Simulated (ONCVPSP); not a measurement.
**What one change does to a pseudopotential (potassium, ONCV)**

K, optimised norm-conserving Vanderbilt (ONCV), made with ONCVPSP 4.0.1 (PBE, scalar-relativistic). Core [Ar], reference 4s1. Waves: 4s: rc 3.35 bohr, ncon 4, nbas 7, qcut 2 1/bohr, 2 projectors, debl 0.5 Ha; p scattering state at 0.42 Ha: rc 2.85 bohr, ncon 4, nbas 7, qcut 2.7 1/bohr, local; d scattering state at 0.16 Ha: rc 3.55 bohr, ncon 4, nbas 8, qcut 2.4 1/bohr, 1 projector; f scattering state at 0.07 Ha: rc 2.85 bohr, ncon 5, nbas 8, qcut 4.1 1/bohr, 2 projectors, debl 1.4 Ha. Local part: the p channel. Core correction: Teter function, fcfact 3.25, rcfact 1.25.

Change: core correction Teter function, fcfact 3.25, rcfact 1.

Cutoffs: the cutoffs (Ha) at which the residual kinetic energy of the hardest occupied pseudo-wave falls to 1 and 0.1 mHa per electron; they do not see the model core or the augmentation charge, which bear on the density cutoff. Errors are all-electron minus pseudo energies relative to the spin-unpolarised reference configuration.

Q: How do hardness, ghosts and transferability respond?

A: The potential gets neither clearly harder nor softer (1.3 Ha and 2.0 Ha → 1.3 Ha and 2.0 Ha); the number of tests with a reliable result goes from 2 to 1; neither file shows a bound ghost. A model core, the more so a compact one, raises the density cutoff, which this test does not measure.

| quantity | base | changed |
| --- | --- | --- |
| cutoff, loose | 1.3 Ha | 1.3 Ha |
| cutoff, tight | 2.0 Ha | 2.0 Ha |
| bound ghosts | none | none |
| GHOST(+) flags under 300 eV | s at 17.5 eV | s at 17.5 eV |
| tests with a reliable result | 2 of 2 | 1 of 2 |
| error for 4s0.5, meV [ΔE 1.64 eV] | +8.3 | +11 |
| s: phases at 3.39 bohr within 0.05 rad from the reference energy up to (Ha; the scan ends near 5) | 0.6 | 0.6 |
| p: phases at 2.89 bohr within 0.05 rad from the reference energy up to (Ha; the scan ends near 5) | 0.8 | 0.8 |
| d: phases at 3.60 bohr within 0.05 rad from the reference energy up to (Ha; the scan ends near 5) | 0.3 | 0.3 |
| f: phases at 2.89 bohr within 0.05 rad from the reference energy up to (Ha; the scan ends near 5) | 2.7 | 2.7 |
| rms error of d²Exc/dni dnj with the model core, mHa | 4.29 | 6.41 |

Base: The cutoffs count occupied waves only; projector 1 of the d channel, the hardest unoccupied one, needs 17 Ha at the loose tolerance. Changed file: The cutoffs count occupied waves only; projector 1 of the d channel, the hardest unoccupied one, needs 17 Ha at the loose tolerance.
